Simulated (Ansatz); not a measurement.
`F[SiH](F)S[SiH2]Cl` + `S[Si](Cl)(Cl)Cl` → `Cl[SiH2]S[Si](Cl)(Cl)Cl` + `F[SiH](F)S`  (ligand exchange at the Si–S bond)

Program: Ansatz. Geometries: PBE0-D4/def2-TZVP. ΔE: electronic, gas phase. CBS: MP2 limit from def2 TZ/QZ plus the TZ coupled-cluster correction, frozen cores. DFT in def2-TZVPP. B3LYP here is the variant with VWN-RPA as its local correlation; programs differ in this. Each species was taken in one conformer, which may not be the lowest.

Is it downhill or uphill in electronic energy at CCSD(T)/CBS, and by how much? (An estimate is asked.)

Computed: Nearly level: ΔE = -0.9 kJ/mol.

What do these levels give: PBE-D4, B3LYP-D4, ωB97X-V, ωB97M-V, HF/def2-TZVPP, MP2/def2-TZVPP, SCS-MP2/def2-TZVPP, CCSD/def2-TZVPP, MP2/def2-QZVPP, SCS-MP2/def2-QZVPP, MP2/CBS(def2), CCSD/CBS(def2)? (Estimate.)

The calculation gave: PBE-D4 -0.8, B3LYP-D4 -2.1, ωB97X-V 0.5, ωB97M-V -0.1, HF/def2-TZVPP 6.9, MP2/def2-TZVPP -2.5, SCS-MP2/def2-TZVPP -0.6, CCSD/def2-TZVPP 1.2, MP2/def2-QZVPP -2.8, SCS-MP2/def2-QZVPP -0.8, MP2/CBS(def2) -3.3, CCSD/CBS(def2) 0.4 kJ/mol.

Largest T1 diagnostic among the species: 0.012.

In def2-TZVPP, CCSD(T) changes the Hartree–Fock value by −7.1 kJ/mol (the triples alone add −1.4 kJ/mol) and MP2 by −9.4 kJ/mol. The D4 term adds −7.4 kJ/mol with B3LYP and −4.4 kJ/mol with PBE0; it sums over pairs of atoms, weighted by their polarisabilities, and B3LYP, whose exchange is more repulsive, gets the larger term.
